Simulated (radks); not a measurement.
Results of a calculation; reference values are marked as such.
Spherical jellium clusters: N electrons in a uniform positive sphere of charge N and radius rs N^(1/3), rs = 2.83 bohr. Level of theory: non-relativistic Kohn-Sham, LDA (Slater exchange, Perdew-Wang correlation), spin-polarised, spherical densities (a radial shooting solver with Libxc functionals). Levels are named by radial order and angular momentum (1s, 1p, 1d, 2s, ...), and open shells are averaged over m.

N = 5, configuration 1s2 1p(up 3, down 0). This is the lowest configuration that the search found. Occupied and some empty levels:

| level | occupation | eigenvalue (eV) | <r> (bohr) |
|---|---|---|---|
| 1s up | 1 | -6.5781 | 3.468 |
| 1s down | 1 | -5.5436 | 3.463 |
| 1p up | 3 | -3.6806 | 4.581 |
| 1p down | 0 | -2.6743 | 4.813 |
| 2s up | 0 | -1.0199 | 7.284 |
| 1d up | 0 | -0.84373 | 6.322 |
| 2s down | 0 | -0.65139 | 8.295 |
| 1d down | 0 | -0.20508 | 7.715 |

Energy (eV): total -6.00141, kinetic 15.413, external -157.28, Hartree 74.079, exchange-correlation -22.560, background 84.346.
